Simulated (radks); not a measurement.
Spin polarisation of the 4f7 shell in neutral europium. Start: [Xe] 4f(up 3.5, down 3.5) 6s2; electrons of 4f are moved from spin down to spin up, other shells keep equal spins. Calculated with a radial shooting solver on a logarithmic mesh with Libxc functionals: scalar-relativistic Kohn-Sham, BLYP, spin-polarised, spherical densities, point nucleus.

| moment (Bohr magnetons) | E - E(0) (eV) | e(4f up) (eV) | e(4f down) (eV) | 6s down minus up (eV) | 5p down minus up (eV) | 5s down minus up (eV) |
|---|---|---|---|---|---|---|
| 0 | 0.000 | -2.489 | -2.489 | 0.000 | 0.000 | 0.000 |
| 1 | -0.170 | -2.811 | -2.134 | 0.031 | 0.314 | 0.428 |
| 2 | -0.678 | -3.099 | -1.746 | 0.062 | 0.628 | 0.856 |
| 3 | -1.522 | -3.349 | -1.327 | 0.094 | 0.943 | 1.283 |
| 4 | -2.700 | -3.557 | -0.875 | 0.126 | 1.257 | 1.709 |
| 5 | -4.204 | -3.716 | -0.388 | 0.160 | 1.570 | 2.133 |

At moment 5 the spin-polarisation energy is -4.204 eV and the 4f exchange splitting 3.329 eV, that is 0.666 eV per Bohr magneton; E = -I m^2/4 would give I = 0.673 eV.
